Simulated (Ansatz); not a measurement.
Basis-set extrapolation for `C[O][Mg][Cl]` (PBE0-D4/def2-TZVP geometry, frozen core, the Gaussian-basis code of Ansatz). Multiplicity 1, RHF reference. For Mg the program correlates outer-core shells too, which these sets cover unevenly, so the extrapolated numbers aren't a true limit.

|  | def2-TZVPP | def2-QZVPP |
| --- | --- | --- |
| HF | -773.760092 | -773.788702 |
| MP2 correlation | -0.797008 | -0.889292 |
| CCSD(T) correlation | -0.857711 | not run |

Energies in hartree. Use E(X) = E(∞) + A·exp(−7.88·√X) for Hartree–Fock and E(X) = E(∞) + B·X^(−2.97) for correlation, with X = 3 and 4, and add CCSD(T) minus MP2 of the smaller set to the MP2 limit.

Q: What is the CCSD(T) energy at the basis-set limit?

A: HF limit: -773.788702 + (-0.028610) × 0.13774 = -773.79264. MP2 limit: -0.889292 + (-0.092284) × 0.74074 = -0.95765. Higher-order term: -0.857711 − (-0.797008) = -0.06070. Total: -774.81099 hartree, 5.26 eV below CCSD(T)/def2-TZVPP.
